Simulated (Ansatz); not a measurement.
`[SiH3][BH][GeH2][Cl]` + H–F → `FB[SiH3]` + `[Cl][GeH3]`  (cleavage of the B–Ge bond)

Computed with Ansatz on PBE0-D4/def2-TZVP structures; ΔE is electronic, products minus reactants. CCSD(T)/CBS is the MP2 limit (def2-TZVPP, def2-QZVPP) plus CCSD(T) − MP2 in def2-TZVPP, frozen cores. This one scheme is used for every species. Functionals use def2-TZVPP. HSE06 is defined as in plane-wave codes. For Ge outer-core shells are correlated without core-valence functions, which leaves a few kJ/mol of doubt a bond. Scalar relativity is left out up to krypton. One conformer a species, not always the lowest.

`[SiH3][BH][GeH2][Cl]`:

Cartesian coordinates in Å:
```
Si -1.583 -0.789 -0.514
B -0.133 -0.218 0.750
Ge 1.534 0.775 0.086
Cl 2.784 1.464 1.719
H -2.124 -2.134 -0.178
H -1.173 -0.776 -1.944
H -2.673 0.217 -0.334
H -0.253 -0.426 1.920
H 1.194 2.032 -0.736
H 2.427 -0.143 -0.770
```

H–F:

Cartesian coordinates in Å:
```
F 0.209 -0.265 -0.313
H -0.209 0.265 0.313
```

`FB[SiH3]`:

```xyz
7

F    -1.818    1.012    0.682
B    -1.111   -0.075    0.430
Si    0.781    0.051   -0.308
H    -1.651   -1.125    0.667
H     0.872   -0.764   -1.552
H     1.717   -0.542    0.688
H     1.211    1.443   -0.606
```

`[Cl][GeH3]`:

Z-matrix (Å, degrees):
```
Ge
Cl 1 2.155
H 1 1.532 2 107.1
H 1 1.532 2 107.1 3 -120.0
H 1 1.532 2 107.1 3 120.0
```

```json
{"level": "revPBE-D4", "ΔE (kcal/mol)": "-30.3", "difference from CCSD(T)/CBS": "0.3"}
{"level": "BLYP-D4", "ΔE (kcal/mol)": "-33.7", "difference from CCSD(T)/CBS": "-3.1"}
{"level": "r2SCAN-D4", "ΔE (kcal/mol)": "-33.2", "difference from CCSD(T)/CBS": "-2.6"}
{"level": "B97M-V", "ΔE (kcal/mol)": "-34.6", "difference from CCSD(T)/CBS": "-4.0"}
{"level": "ωB97M-V", "ΔE (kcal/mol)": "-34.1", "difference from CCSD(T)/CBS": "-3.5"}
{"level": "B2PLYP", "ΔE (kcal/mol)": "-34.9", "difference from CCSD(T)/CBS": "-4.3"}
{"level": "revPBE", "ΔE (kcal/mol)": "-32.6", "difference from CCSD(T)/CBS": "-2.0"}
{"level": "HSE06", "ΔE (kcal/mol)": "-32.4", "difference from CCSD(T)/CBS": "-1.8"}
{"level": "BHLYP", "ΔE (kcal/mol)": "-36.6", "difference from CCSD(T)/CBS": "-6.0"}
{"level": "LC-ωPBE", "ΔE (kcal/mol)": "-33.9", "difference from CCSD(T)/CBS": "-3.3"}
{"level": "MP2/def2-SVP", "ΔE (kcal/mol)": "-39.0", "difference from CCSD(T)/CBS": "-8.4"}
{"level": "CCSD/def2-SVP", "ΔE (kcal/mol)": "-38.8", "difference from CCSD(T)/CBS": "-8.2"}
{"level": "CCSD(T)/def2-SVP", "ΔE (kcal/mol)": "-38.8", "difference from CCSD(T)/CBS": "-8.2"}
{"level": "CCSD/def2-TZVPP", "ΔE (kcal/mol)": "-32.5", "difference from CCSD(T)/CBS": "-1.9"}
{"level": "CCSD(T)/def2-TZVPP", "ΔE (kcal/mol)": "-32.0", "difference from CCSD(T)/CBS": "-1.4"}
{"level": "CCSD/CBS(def2)", "ΔE (kcal/mol)": "-31.0", "difference from CCSD(T)/CBS": "-0.4"}
{"level": "CCSD(T)/CBS", "ΔE (kcal/mol)": "-30.6", "difference from CCSD(T)/CBS": "0"}
```

Largest T1 diagnostic among the species: 0.014.

Leaving LDA and LC-ωPBE aside and taking each functional with its dispersion term where it has one, the values, not all of them listed here, spread over 5.4 kcal/mol, from CAM-B3LYP-D4 to revPBE-D4. In def2-TZVPP, CCSD(T) changes the Hartree–Fock value by +6.3 kcal/mol (the triples alone add +0.5 kcal/mol) and MP2 by +6.4 kcal/mol.
